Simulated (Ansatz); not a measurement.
`[CH3][Y]([CH3])[OH]` + H₂O → `[CH3][Y]([OH])[OH]` + CH₄ at 600 K and 1 bar (formal hydrolysis of a Y–C bond).

Program: Ansatz. Geometries: PBE0-D4/def2-TZVP. ΔE: electronic, gas phase. CBS: MP2 limit from def2 TZ/QZ plus the TZ coupled-cluster correction, frozen cores. This one scheme is used for every species. Elements past krypton have def2 core potentials. For Y outer-core shells are correlated without core-valence functions, which leaves a few kJ/mol of doubt a bond. Each species was taken in one conformer, which may not be the lowest.

```json
{"species": "`[CH3][Y]([CH3])[OH]`", "CCSD(T)/CBS energy (Eh)": "-193.78963", "H − E (kJ/mol)": "279.0", "S (J/(mol·K))": "523.1"}
{"species": "H₂O", "CCSD(T)/CBS energy (Eh)": "-76.37941", "H − E (kJ/mol)": "76.8", "S (J/(mol·K))": "212.8"}
{"species": "`[CH3][Y]([OH])[OH]`", "CCSD(T)/CBS energy (Eh)": "-229.78557", "H − E (kJ/mol)": "217.7", "S (J/(mol·K))": "482.7"}
{"species": "CH₄", "CCSD(T)/CBS energy (Eh)": "-40.46206", "H − E (kJ/mol)": "140.4", "S (J/(mol·K))": "215.7"}
```

H − E and S are ideal-gas, rigid-rotor, harmonic terms from PBE0-D4/def2-TZVP, for one conformer and one mirror image of each species. 1 Eh = 2625.50 kJ/mol, R = 8.31446 J/(mol·K).

By hand: ΔE, ΔH, ΔS and ΔG.

ΔE = (-229.78557) + (-40.46206) − (-193.78963) − (-76.37941) = -0.07859 Eh = -206.3 kJ/mol. Δ(H − E) = 217.7 + 140.4 − 279.0 − 76.8 = 2.3, so ΔH = -204.0 kJ/mol. ΔS = 482.7 + 215.7 − 523.1 − 212.8 = -37.5 J/(mol·K). ΔG = -204.0 − 600 × (-37.5)/1000 = -181.5 kJ/mol.

By hand: the equilibrium constant, and the temperature at which ΔG would vanish if ΔH and ΔS stayed fixed.

log₁₀ K = −ΔG/(RT ln 10) = 15.8. ΔG = 0 at ΔH/ΔS = 5440 K, far beyond where these terms or the molecules hold.

ΔH outweighs TΔS. A doubt of 5 kJ/mol in ΔE shifts log₁₀ K by 0.4 here. Other conformers and mirror images would add mixing entropy, several J/(mol·K) or more a flexible species. Modes under 60 cm⁻¹, often nearly free rotors, make the harmonic entropy too high. These are equilibria of isolated gas molecules and say nothing of rates. Largest T1 diagnostic: 0.014 (customary marks: 0.02 for closed shells, 0.045 for open ones).
